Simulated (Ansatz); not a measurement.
F4Se, singlet, at a GFN2-xTB geometry; PBE0/cc-pVDZ in Ansatz (an electronic-structure program).

Ansatz was given this input:
Ansatz 0.2 input:
```yaml
crystal:
  periodic: [false, false, false]
  atoms:
    - {symbol: Se, position_ang: [-0.00203224, 0.00254110, 0.35944284]}
    - {symbol: F, position_ang: [0.96817789, 1.31904607, -0.34335275]}
    - {symbol: F, position_ang: [1.32333862, -0.96859697, -0.32517209]}
    - {symbol: F, position_ang: [-0.96433922, -1.32384594, -0.33559484]}
    - {symbol: F, position_ang: [-1.31949995, 0.96379711, -0.35377550]}
basis:
  gaussian:
    orbitals: cc-pVDZ
hamiltonian:
  xc: pbe0
```

What the program printed (banner, timings and long lists left out):

```
Functional definition: PBE0
854 factors; integrals over basis functions are off by at most 4.3e-4 eV
mean field evaluation 1: about -76189.5838 eV, gradient 6.3e1 eV
mean field evaluation 2: about -76174.5162 eV, gradient 1.2e2 eV
mean field evaluation 4: about -76196.6990 eV, gradient 7.7e-1 eV
mean field evaluation 8: about -76196.7493 eV, gradient 5.6e-2 eV
mean field evaluation 16: about -76196.7493 eV, gradient 1.2e-5 eV
mean field -76196.74926261 eV, -2800.1788873891 hartree, gradient 1.1e-5 eV, S^2 0.000000; 0 other end points of the search recorded, 0 dependent functions left out
reference -76196.74927332 eV, -2800.1788877829 hartree; 35, 35 occupied and 48, 48 virtual orbitals, 854 factors
Total energy: -76196.74927332 eV, -2800.1788877829 hartree
```
